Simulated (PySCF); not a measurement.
# What a mistake does to a calculation on AlC2H7N

Calculated results; nothing here was measured. They come from PySCF 2.14.0, an open-source quantum chemistry program, on an isolated molecule that a program drew, which may never have been made. The molecule is AlC2H7N (charge 0, doublet), drawn as the SMILES string `C[NH][Al][CH3]`.

Each row is a Hartree-Fock (HF) and frozen-core CCSD(T) single point in the cc-pV(D+d)Z basis, meant for a local HF minimum. Run 1 is clean. Each other run has one planted mistake out of seven kinds, and not every kind appears here: one electron removed, one electron added, multiplicity raised by two, geometry at a saddle point, minimal basis STO-3G, one bond length entered in bohr, all coordinates scaled. The reference is restricted for singlets and unrestricted otherwise, and also for a bond in bohr. Adding or removing an electron swaps singlet and doublet. Electrons count all cores. HOMO and LUMO are orbital energies over both spins, the gradient is its largest component, and the lowest frequency (negative if imaginary) is given only where the gradient is small. Bond lengths are over the 10 bonds as drawn. T1 is the CCSD diagnostic: over 0.02 (restricted) or 0.045 (unrestricted) a single reference is doubtful.

Geometry of the clean run:
```xyz
11
AlC2H7N, angstrom
C     0.5601   -0.3233   -0.1116
N     1.3433   -0.2182   -1.3294
Al    2.7554    0.7972   -1.6950
C     3.4404    2.0067   -0.2837
H    -0.4898   -0.0531   -0.2696
H     0.5814   -1.3347    0.3087
H     0.9562    0.3513    0.6496
H     0.9907   -0.8336   -2.0402
H     3.7339    1.4351    0.6053
H     4.3089    2.5852   -0.6101
H     2.6636    2.7158    0.0272
```

| run | electrons | basis functions | <S^2> | HOMO (eV) | LUMO (eV) | gradient (hartree/bohr) | lowest frequency (cm^-1) | mean bond (Å) | longest bond (Å) | T1 | HF (hartree) | CCSD(T) (hartree) | mistake |
|---|---|---|---|---|---|---|---|---|---|---|---|---|---|
| 1 | 39 | 100 | 0.755 | -7.70 | 1.69 | 1.0e-05 | 52 | 1.2784 | 1.981 | 0.0143 | -376.18689 | -376.76263 | no fault |
| 2 | 39 | 100 | 3.762 | -4.46 | 0.20 | 8.5e-02 | - | 1.2784 | 1.981 | 0.0145 | -376.05843 | -376.59912 | multiplicity raised by two |
| 3 | 40 | 100 | 0.000 | 0.18 | 7.58 | 5.8e-02 | - | 1.2784 | 1.981 | 0.0137 | -376.15033 | -376.75884 | one electron added |
| 4 | 39 | 100 | 0.754 | -7.47 | 1.94 | 4.2e-02 | - | 1.2170 | 1.886 | 0.0129 | -376.16145 | -376.72713 | ? |
| 5 | 39 | 31 | 0.754 | -4.67 | 7.61 | 3.3e-02 | - | 1.2784 | 1.981 | 0.0138 | -371.62646 | -371.84949 | ? |

**Which mistake was planted in run 4, and what did it cost?**

The mean and the longest bond both change by the same factor, 0.952, and the gradient is no longer small. So the mistake is: all coordinates scaled. Subtracting run 1 and multiplying by 627.51 kcal/mol a hartree, the energy moved by 16.0 kcal/mol in HF and 22.3 kcal/mol in CCSD(T).

**Which mistake was planted in run 5, and what did it cost?**

It has 31 basis functions where the clean run has 100, with the same electrons and geometry. So the mistake is: minimal basis STO-3G. Subtracting run 1 and multiplying by 627.51 kcal/mol a hartree, the energy moved by 2861.7 kcal/mol in HF and 3083.0 kcal/mol in CCSD(T).

Cautions from the logs. Run 3: the HOMO is above zero, so the electron isn't bound and the energy depends on the basis.
